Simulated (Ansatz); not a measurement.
Br3Ga (SMILES [Br][Ga]([Br])[Br]), singlet, geometry from GFN2-xTB (such geometries of metal compounds can be far from the true shape). Base run: B3LYP/6-31G* (Ansatz, an electronic-structure program).

Ansatz was given this input:
Ansatz 0.2 input:
```yaml
crystal:
  periodic: [false, false, false]
  atoms:
    - {symbol: Ga, position_ang: [0.00000000, -0.00000000, 0.00000000]}
    - {symbol: Br, position_ang: [2.17032508, -0.33225835, -0.66424648]}
    - {symbol: Br, position_ang: [-0.77422939, -0.98270758, 1.92270243]}
    - {symbol: Br, position_ang: [-1.39609569, 1.31496593, -1.25845594]}
basis:
  gaussian:
    orbitals: 6-31G*
hamiltonian:
  xc: b3lyp
```

Each row names what was changed in the base input (with any setting that the change needs).

| change | ΔE vs base (mEh) |
|---|---|
| base | 0.000 |
| lower_state_search = light | 0.000 |
| final_grid = 6, 12, 29 | -0.004 |
| point_charge = charge:0.5 position_ang:-2.0528, -0.7265, 4.8253 | -2.187 |
| final_grid = 4, 8, 17 | 0.062 |
| nuclear_model = gaussian | 44.810 |
| lower_state_search = off | 0.000 |
| lower_state_search = full | 0.000 |
| forces = on | 0.000 |
| fitting.mean_field = def2-universal-JKFIT | 0.049 |
| point_charge = charge:1.0 position_ang:-2.9949, 3.3713, -2.7731 | -10.550 |
